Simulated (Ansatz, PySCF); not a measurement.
Species: SiPH4, charge 0, multiplicity 2. SMILES: [SiH2]P
Coordinates optimised at B3LYP-D3(BJ)/def2-TZVP (Ansatz, a first-principles code):
```xyz
6

Si    -1.1104    -0.0895     0.2616
P      1.0764     0.1108    -0.2618
H     -1.9087     0.1796    -0.9665
H     -1.4426     0.9493     1.2757
H      1.1743    -1.1014    -0.9903
H      1.5769    -0.4366     0.9464
```
Charge 0, spin multiplicity 2.

M06-2X/6-31G* (5d) beside other levels, property by property. Terms: each state is the SCF solution reached for its charge and spin; no dispersion term unless named; no spin-orbit coupling; 6-31G* and kin with 6d, 5d where marked; open shells spin-unrestricted; atomisation electronic, to ground-state atoms; non-relativistic; valence correlation only. CBS(X,Y): correlation extrapolated as X^-3; Hartree-Fock from the larger set. [CCSD(T)-MP2]/basis is that difference in the basis named. First-principles rows: single points at B3LYP-D3(BJ) geometries (Ansatz), with unscaled harmonic terms from B3LYP/6-31G* (Ansatz) at its own minima, enthalpies of formation by atomisation with measured atoms. Anions need diffuse functions, which STO-3G, LANL2DZ, def2-SVP, cc-pVDZ and Pople sets without + lack.

Coupled cluster (Ansatz) is a level with limits of its own, used here on species with T1 under 0.025 (0.045 for open shells) and stable references: RI-MP2/CBS(aug-cc-pV(T+d)Z,aug-cc-pV(Q+d)Z)+[CCSD(T)-MP2]/aug-cc-pV(T+d)Z.

| property | M06-2X/6-31G* (5d) (PySCF) | HF/6-31G* (Ansatz) | PBE0/def2-TZVPD (Ansatz) | M06-2X/def2-TZVPD (PySCF) | to compare with |
|---|---|---|---|---|---|
| enthalpy of formation at 298 K (kcal/mol) | 48.0 | 153.1 | 46.8 | 42.1 | 42.5 coupled cluster |
| atomisation energy (kcal/mol) | 358.5 | 253.3 | 359.7 | 364.3 | 363.9 coupled cluster |
| vertical electron affinity to the singlet (eV) | 0.77 | -0.18 | 0.95 | 0.98 | 1.18 coupled cluster |

As the rows show:
- enthalpy of formation at 298 K: M06-2X/6-31G* (5d) lies 5.5 kcal/mol above coupled cluster.
- atomisation energy: M06-2X/6-31G* (5d) lies 5.4 kcal/mol below coupled cluster.
- vertical electron affinity to the singlet: M06-2X/6-31G* (5d) lies 0.41 eV below coupled cluster.

The properties are those with a value to compare with, at most eight drawn at random. No case is left out for the size of its miss. Left out are saddle points of the reference geometry, anions that the best level run finds unbound, excited spin states, species near biochemistry, 298 K rows of species without real B3LYP wavenumbers, cases with under five habitual levels, runs that failed or that the program found above a lower state of the same kind, table entries that another table contradicts, and a share of species set aside by lot.
